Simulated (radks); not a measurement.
Question: Isoelectronic series with 12 electrons, each ion in its NIST ground configuration. All-electron calculation, scalar-relativistic Kohn-Sham, PBE, spin-polarised, spherical densities, finite nucleus; Fermi nuclear charge, rms radius of each element as measured or else 0.836 A^(1/3) + 0.57 fm. Program: a radial shooting solver on a logarithmic mesh with Libxc functionals. Total energies (hartree) and mean radii <r> (bohr):

ion    configuration  E (hartree)      3s       2p
Mg          [Ne] 3s2   -200.27974   3.150   0.6894
Si2+        [Ne] 3s2   -288.96448   1.951   0.5362
S4+         [Ne] 3s2   -394.82336   1.466   0.4395
Ar6+        [Ne] 3s2   -517.86991   1.186   0.3727
Ca8+        [Ne] 3s2   -658.15978  0.9990   0.3236
Ti10+       [Ne] 3s2   -815.76887  0.8644   0.2859
Cr12+       [Ne] 3s2   -990.78816  0.7623   0.2561
Fe14+       [Ne] 3s2  -1183.32149  0.6820   0.2319
Ni16+       [Ne] 3s2  -1393.48542  0.6170   0.2118
Zn18+       [Ne] 3s2  -1621.40806  0.5633   0.1949
Se22+       [Ne] 3s2  -2131.10770  0.4795   0.1680
Kr24+       [Ne] 3s2  -2413.20579  0.4461   0.1571
Sr26+       [Ne] 3s2  -2713.70558  0.4169   0.1474
Zr28+       [Ne] 3s2  -3032.80146  0.3913   0.1389
Mo30+       [Ne] 3s2  -3370.70068  0.3684   0.1313
Ru32+       [Ne] 3s2  -3727.63130  0.3480   0.1244
Pd34+       [Ne] 3s2  -4103.83392  0.3296   0.1182
Cd36+       [Ne] 3s2  -4499.56494  0.3129   0.1126
Sn38+       [Ne] 3s2  -4915.10354  0.2977   0.1074
Te40+       [Ne] 3s2  -5350.74006  0.2838   0.1027
Xe42+       [Ne] 3s2  -5806.79710  0.2711  0.09831
Ba44+       [Ne] 3s2   -6283.6081  0.2593  0.09428
Ce46+       [Ne] 3s2   -6781.5362  0.2484  0.09055

Estimate the row of Ge20+ ([Ne] 3s2).

Answer: E (hartree) -1867.23070; 3s 0.5181; 2p 0.1804.
